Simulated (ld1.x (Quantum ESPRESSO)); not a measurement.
# Which change was made? (V, TM)

```
Element                 : vanadium
Generator               : ld1.x (Quantum ESPRESSO) 7.5
Type                    : norm-conserving Troullier–Martins (Kleinman–Bylander form)
Functional              : BP86
Relativity              : fully relativistic
Frozen core             : [Ne] 3s2
Valence charge          : 11
Reference configuration : 3p6 3d3 4s1.5 4p0.5
Partial waves           : 4s (bound): rc 1.90 bohr; 3p (bound): rc 0.85 bohr; 3d (bound): rc 1.55 bohr
Local potential         : all-electron potential smoothed inside 1.40 bohr (lloc = -2)
Core correction         : none
```

Open shells are filled in proportion to 2j + 1 (rel_dist='average').

Occupied shells without a wave of their own: 4p. They enter only through the test configuration that unscreens the potential.

Cutoffs, loose and tight: the cutoffs (Ry, on a coarse ladder) from which the occupation-weighted sum of valence levels, in a spherical-Bessel basis at the reference potential, stays within 10 and 1 mRy of its value at 400 Ry. They do not see the model core or the augmentation charge, which bear on the density cutoff. Test errors are all-electron minus pseudo excitation energies from the reference, over the configurations 3p6 3d3 4s2 4p0; 3p6 3d3 4s1 4p0; 3p6 3d3 4s0 4p0; 3p6 3d3 4s0 4p2; 3p6 3d1 4s0 4p0; 3p6 3d4 4s1 4p0; 3p5 3d3 4s2 4p0; variants that change the core or the reference have their own tests. The largest error is taken over the tests solved by every variant that gives reliable tests at all, those not shown here included: 3p5 3d3 4s2 4p0; 3p6 3d1 4s0 4p0; 3p6 3d3 4s0 4p0; 3p6 3d3 4s0 4p2; 3p6 3d3 4s1 4p0; 3p6 3d3 4s2 4p0.

The base gives: outcome: generated; cutoff, loose: 100 Ry; cutoff, tight: 180 Ry; bound ghosts: s; largest test error (meV): -459.

Problem. After one change the result is: outcome: generated; cutoff, loose: 100 Ry; cutoff, tight: 180 Ry; bound ghosts: none; largest test error (meV): +346. Which change was it?
A. local potential all-electron potential smoothed inside 1.94 bohr (lloc = -2)
B. local potential all-electron potential smoothed inside 1.78 bohr (lloc = -2)
C. local potential all-electron potential smoothed inside 2.14 bohr (lloc = -2)

Solution. A. The others give: local potential all-electron potential smoothed inside 2.14 bohr (lloc = -2) → outcome: generated, misses its reference levels by 0.18 eV; cutoff, loose: 100 Ry; cutoff, tight: 180 Ry; bound ghosts: none; largest test error (meV): +453 | local potential all-electron potential smoothed inside 1.78 bohr (lloc = -2) → outcome: generated; cutoff, loose: 100 Ry; cutoff, tight: 180 Ry; bound ghosts: none; largest test error (meV): +555.
